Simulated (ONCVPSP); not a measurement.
**Ge (Z = 32), ONCV: configuration errors across variants**

Ge (Z = 32), optimised norm-conserving Vanderbilt (ONCV), made with ONCVPSP 4.0.1 (BLYP, scalar-relativistic). Core [Ar], reference 3d10 4s2 4p1 (charge +1). Waves: 4s: rc 1.85 bohr, ncon 4, nbas 8, qcut 3.1 1/bohr, 2 projectors, debl 2.9 Ha; 4p: rc 2.20 bohr, ncon 3, nbas 7, qcut 3.1 1/bohr, 1 projector; 3d: rc 1.10 bohr, ncon 5, nbas 9, qcut 16.6 1/bohr, local; f scattering state at 0.38 Ha: rc 2.00 bohr, ncon 4, nbas 8, qcut 5.9 1/bohr, 2 projectors, debl 2.1 Ha. Local part: the d channel. Core correction: Teter function fitted to the true core (icmod 2), fcfact 0.25.

All-electron excitation energies from the reference (eV): (1) 3d10 4s2 4p2 -7.364; (2) 3d10 4s2 4p0 15.456; (3) 3d10 4s1 4p0 50.403; (4) 3d10 4s1 4p3 0.667.

1 further variants failed, have other tests or another functional or relativity, and are left out.

A true bound ghost makes a file unfit for plane-wave use even where its test errors are small: the radial tests pick states by their node count and pass the ghost by.

Errors AE − PS in meV (a dash: test not solved or not reliable):

| change | (1) | (2) | (3) | (4) | bound ghosts | GHOST(+) flags above zero |
| --- | --- | --- | --- | --- | --- | --- |
| base | +0.7 | -6.3 | -37 | 0.0 | s, p | s, f |
| core correction Teter function fitted to the true core (icmod 2), fcfact 0.32 | +0.8 | -6.0 | -35 | +0.1 | s, p | s, f |
| s: rc 2.4 | +2.6 | -0.1 | -95 | -18 | s, p | s, f |
| s: qcut 4.5; p: qcut 4.5; d: qcut 24; f: qcut 8.5 | +1.9 | -4.1 | -23 | +1.6 | s, p, f | s |
| core correction none | +1.4 | -3.1 | +3.0 | 0.0 | s, p | s, f |
| s: debl 0.95 | +0.7 | -6.3 | -37 | 0.0 | s, p | s, f |

**Question.** Give the same row for: p: ncon 4, nbas 8.

**Answer.** +1.7, -4.9, -30, -0.1; bound ghosts: s, p; GHOST(+) flags above zero: s, f.
